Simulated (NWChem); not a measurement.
InH2Cl; SMILES [Cl][InH2]

Computed with NWChem. All runs use the structure optimised with PBE0/def2-SVP. def2 effective core potentials on In; no spin-orbit coupling. Total energies compare along this basis series because the functional is fixed.

| level | basis functions | energy (Ha) | highest occupied level (eV) | orbital gap (eV) | dipole (D) | relative time |
|---|---|---|---|---|---|---|
| Hartree-Fock/def2-SVP | 54 | -649.7558 | -11.13 | 11.75 | 3.15 | 1 |
| Hartree-Fock/def2-SVPD | 75 | -649.7651 | -11.32 | 11.79 | 3.28 | 1 |
| Hartree-Fock/def2-TZVP | 99 | -649.9223 | -11.29 | 11.68 | 3.19 | 4 |
| Hartree-Fock/def2-TZVPP | 120 | -649.9226 | -11.29 | 11.68 | 3.19 | 4 |
| Hartree-Fock/def2-QZVP | 212 | -649.9370 | -11.30 | 11.63 | 3.19 | 10 |

Times are rough ratios from one shared machine.
